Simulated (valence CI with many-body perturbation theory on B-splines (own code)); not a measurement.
**Au LXVII: what each term of the Hamiltonian does**

Computed by configuration interaction combined with many-body perturbation theory (CI+MBPT): three valence electrons over a frozen Dirac-Fock core [Ne], a basis of 11 s, 11 p, 9 d, 7 f, 5 g, 2 h, 1 i functions for each j, with the one-electron correlation potential Σ1, the two-electron term Σ2, the three-electron term Σ3, Breit, model QED; selected CI, second order for the rest (own B-spline code, finite nucleus).

The last digits are not significant, and no measured levels were compared; by estimate large intervals hold to a few tenths of a per cent, small ones and those within an open d or f shell to about a per cent.

Each rung adds one term. CI alone is the Dirac-Coulomb CI over the frozen core; QED comes last and gives the full result, which names the levels. Energies are above (3s^2 3p1/2) J=1/2 on the same rung, in Ry.

Levels are named by their leading jj configuration (3d3/2^4 stands for four electrons in 3d with j = 3/2), which in mixed levels can hold well under half, so a name can repeat and another be missing. Letters in brackets count levels of one name in rising energy.

```
                     Level  CI alone      Σ1      Σ2      Σ3   Breit     QED    Full
        (3s 3p1/2^2) J=1/2     13.78  -0.022  -0.006  +0.001  +0.397  -0.431   13.72
        (3s^2 3p3/2) J=3/2     36.95  +0.017  +0.008   0.000  -0.430  +0.031   36.57
(3s 3p1/2 3p3/2) J=3/2 [a]     48.24  -0.005  +0.024  +0.002  -0.047  -0.391   47.82
    (3s 3p1/2 3p3/2) J=5/2     49.79  -0.005  +0.012  +0.002  -0.119  -0.390   49.29
(3s 3p1/2 3p3/2) J=3/2 [b]     51.40  -0.005  -0.002  +0.001  -0.162  -0.324   50.91
    (3s 3p1/2 3p3/2) J=1/2     52.22  -0.005  -0.029   0.000  -0.039  -0.397   51.75
        (3s^2 3d3/2) J=3/2     55.93  -0.003  -0.046  -0.003  -0.419  -0.134   55.32
        (3s^2 3d5/2) J=5/2     63.50  +0.011  -0.025  -0.003  -0.715  -0.042   62.73
(3s 3p1/2 3d3/2) J=3/2 [a]     64.78  -0.026  +0.001  +0.002  +0.062  -0.608   64.21
(3s 3p1/2 3d3/2) J=3/2 [b]     65.85  -0.026  -0.012  +0.001  +0.064  -0.640   65.24
    (3s 3p1/2 3d3/2) J=5/2     66.81  -0.025  -0.006   0.000  -0.184  -0.484   66.11
    (3s 3p1/2 3d3/2) J=1/2     68.90  -0.025  -0.037  -0.002  -0.101  -0.483   68.25
(3s 3p1/2 3d3/2) J=3/2 [c]     69.56  -0.025  -0.044  -0.004  -0.075  -0.526   68.88
(3s 3p1/2 3d5/2) J=5/2 [a]     75.09  -0.011  -0.012  -0.002  -0.329  -0.462   74.28
    (3s 3p1/2 3d5/2) J=7/2     76.37  -0.011  -0.020  -0.002  -0.416  -0.462   75.46
(3s 3p1/2 3d5/2) J=5/2 [b]     77.13  -0.011  -0.022  -0.005  -0.367  -0.464   76.26
    (3s 3p1/2 3d5/2) J=3/2     77.43  -0.012  -0.038  -0.003  -0.289  -0.479   76.61
     (3p1/2^2 3d3/2) J=3/2     82.08  -0.047  -0.035  -0.001  +0.276  -0.909   81.36
        (3s 3p3/2^2) J=5/2     86.15  +0.012  +0.020  +0.001  -0.513  -0.359   85.31
        (3s 3p3/2^2) J=1/2     89.12  +0.012  -0.002   0.000  -0.450  -0.361   88.32
        (3s 3p3/2^2) J=3/2     89.74  +0.012  -0.025   0.000  -0.486  -0.362   88.88
     (3p1/2^2 3d5/2) J=5/2     91.70  -0.033  -0.051  -0.002  +0.042  -0.889   90.77
     (3p1/2 3p3/2^2) J=5/2    101.26  -0.009  +0.007  +0.003  -0.313  -0.663  100.29
     (3p1/2 3p3/2^2) J=3/2    101.66  -0.010  -0.019  +0.002  -0.144  -0.759  100.73
     (3p1/2 3p3/2^2) J=1/2    103.00  -0.009  -0.009  +0.002  -0.199  -0.694  102.09
(3s 3p3/2 3d3/2) J=3/2 [a]    103.72  -0.008  -0.010  -0.001  -0.538  -0.462  102.70
(3s 3p3/2 3d3/2) J=1/2 [a]    103.84  -0.008  -0.007  -0.002  -0.483  -0.486  102.86
(3s 3p3/2 3d3/2) J=5/2 [a]    104.19  -0.008  -0.019  -0.001  -0.508  -0.524  103.13
    (3s 3p3/2 3d3/2) J=7/2    104.38  -0.008  -0.005  -0.003  -0.648  -0.447  103.27
(3s 3p3/2 3d3/2) J=3/2 [b]    106.65  -0.008  -0.042  -0.003  -0.561  -0.461  105.57
(3s 3p3/2 3d3/2) J=5/2 [b]    107.62  -0.008  -0.054  -0.003  -0.556  -0.483  106.52
```

The middle columns are the shifts that each term adds.

Q: How does the ionisation energy move along the ladder, and which term matters most?

A: CI alone 7922.8, + Σ1 7924.0, + Σ2 7924.0, + Σ3 7923.9, + Breit 7911.2, + QED 7910.8 eV. The largest step is Breit, -12.7 eV. NIST lists 7910 ± 40 eV (theoretical).
